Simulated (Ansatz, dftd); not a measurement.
Reaction: H4SiPO (SMILES P[SiH]O, doublet) → H4SiPO (SMILES [O][SiH2]P, doublet)
Each species at its own B3LYP-D3(BJ)/def2-TZVP minimum (Ansatz, a quantum-chemistry and plane-wave program), one conformer.

Property: isomerisation energy (electronic), in kcal/mol. Radicals and triplets start from unrestricted determinants; spin-orbit coupling is neglected. Cores are frozen in correlated methods. Rows without X2C or -DK are non-relativistic. CBS(X,Y): correlation extrapolated as X^-3, Hartree-Fock from the larger set. A bracket is a step between two methods taken in the basis named. The functionals are non-relativistic, so their misses hold any scalar relativity. 'core' is core correlation in cc-pwCVTZ (1s frozen past Ne), 'X2C' scalar relativity in cc-pVTZ-DK, both at CCSD(T). The UHF reference of H4OPSi ([O][SiH2]P, doublet) is spin-contaminated (<S^2> up to 0.03 over the pure value in the sets run).

Compared with CCSD(T)/CBS(cc-pV(T+d)Z,cc-pV(Q+d)Z) + [CCSDT(Q) - CCSD(T)]/cc-pV(D+d)Z + core + X2C (Ansatz): 23.7 kcal/mol.

Costs are rough ratios of core time, to one figure, on one kind of shared machine, summed over the single points of the molecules; atoms, geometries and frequencies are left out. The first row took roughly 20 core seconds; short runs hold start-up time.

```
level                          program  cost relative to the first row
----------------------  --------------  ------------------------------
PBE0-D3(BJ)/def2-TZVPD  Ansatz + dftd3                               1
B3LYP-D4/def2-TZVPD     Ansatz + dftd4                               1
r2SCANh/def2-TZVPD              Ansatz                               2
wB97X-V/def2-TZVPD              Ansatz                               3
CCSD(T)/cc-pV(T+d)Z             Ansatz                              10
CCSDT(Q)/cc-pV(D+d)Z            Ansatz                             200
```

### Question
Among the rows that cost no more than wB97X-V/def2-TZVPD, which comes nearest?

### Answer
PBE0-D3(BJ)/def2-TZVPD.
```json
[
 {"level": "PBE0-D3(BJ)/def2-TZVPD", "difference (kcal/mol)": "-1.0"},
 {"level": "B3LYP-D4/def2-TZVPD", "difference (kcal/mol)": "-4.4"},
 {"level": "r2SCANh/def2-TZVPD", "difference (kcal/mol)": "-3.1"},
 {"level": "wB97X-V/def2-TZVPD", "difference (kcal/mol)": "-1.7"},
 {"level": "CCSD(T)/cc-pV(T+d)Z", "difference (kcal/mol)": "0.4"},
 {"level": "CCSDT(Q)/cc-pV(D+d)Z", "difference (kcal/mol)": "-2.7"}
]
```
